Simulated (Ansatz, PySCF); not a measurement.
Al(Br)(Me)(NH2) (CH5AlBrN), SMILES [Al]([NH2])([Br])[CH3]. Atoms are numbered in the order given.

```xyz
9

Al     0.7707     0.5403    -0.0143
Br    -0.7662    -1.0691    -0.4962
C      0.7535     2.2469    -0.9589
H      0.8813     2.0969    -2.0449
H      1.5521     2.9246    -0.6138
H     -0.2126     2.7626    -0.8216
N      1.9432     0.1262     1.2476
H      2.6891     0.7354     1.5758
H      1.9689    -0.7573     1.7513
```
Charge 0, spin multiplicity 1.

The structure is a stationary point at TPSSh-D3(BJ)/def2-SVP. The structure was generated by enumeration; whether it is a known compound was not checked. The values are those of a single conformer.

Two levels are set side by side: PBE-D3(BJ)/def2-SVP (Ansatz, a quantum-chemistry and plane-wave program) and TPSSh-D3(BJ)/def2-SVP (PySCF). Each level has its own optimised geometry; the coordinates shown are those of the second. Frequencies come from the Hessian of PySCF at each geometry. Differences are taken from unrounded values.

```json
[
 {"quantity": "mean bond length (Å)", "TPSSh-D3(BJ)": "1.418", "PBE-D3(BJ)": "1.424", "PBE-D3(BJ) minus TPSSh-D3(BJ)": "0.006"},
 {"quantity": "bond Al1–Br2 (Å)", "TPSSh-D3(BJ)": "2.277", "PBE-D3(BJ)": "2.285", "PBE-D3(BJ) minus TPSSh-D3(BJ)": "0.008"},
 {"quantity": "bond Al1–C3 (Å)", "TPSSh-D3(BJ)": "1.951", "PBE-D3(BJ)": "1.952", "PBE-D3(BJ) minus TPSSh-D3(BJ)": "0.002"},
 {"quantity": "bond Al1–N7 (Å)", "TPSSh-D3(BJ)": "1.772", "PBE-D3(BJ)": "1.779", "PBE-D3(BJ) minus TPSSh-D3(BJ)": "0.007"},
 {"quantity": "bond C3–H4 (Å)", "TPSSh-D3(BJ)": "1.104", "PBE-D3(BJ)": "1.110", "PBE-D3(BJ) minus TPSSh-D3(BJ)": "0.006"},
 {"quantity": "bond C3–H5 (Å)", "TPSSh-D3(BJ)": "1.103", "PBE-D3(BJ)": "1.109", "PBE-D3(BJ) minus TPSSh-D3(BJ)": "0.006"},
 {"quantity": "bond C3–H6 (Å)", "TPSSh-D3(BJ)": "1.104", "PBE-D3(BJ)": "1.110", "PBE-D3(BJ) minus TPSSh-D3(BJ)": "0.006"},
 {"quantity": "bond N7–H8 (Å)", "TPSSh-D3(BJ)": "1.017", "PBE-D3(BJ)": "1.023", "PBE-D3(BJ) minus TPSSh-D3(BJ)": "0.005"},
 {"quantity": "bond N7–H9 (Å)", "TPSSh-D3(BJ)": "1.017", "PBE-D3(BJ)": "1.022", "PBE-D3(BJ) minus TPSSh-D3(BJ)": "0.005"},
 {"quantity": "highest harmonic wavenumber (cm⁻¹)", "TPSSh-D3(BJ)": "3641", "PBE-D3(BJ)": "3594", "PBE-D3(BJ) minus TPSSh-D3(BJ)": "-47"},
 {"quantity": "mean harmonic wavenumber (cm⁻¹)", "TPSSh-D3(BJ)": "1302", "PBE-D3(BJ)": "1270", "PBE-D3(BJ) minus TPSSh-D3(BJ)": "-32"},
 {"quantity": "zero-point energy (kcal/mol)", "TPSSh-D3(BJ)": "39.08", "PBE-D3(BJ)": "38.13", "PBE-D3(BJ) minus TPSSh-D3(BJ)": "-0.95"}
]
```

GGA bonds tend to be longer and softer than those of functionals with exact exchange. Differences between two approximate levels are no errors against the true value.
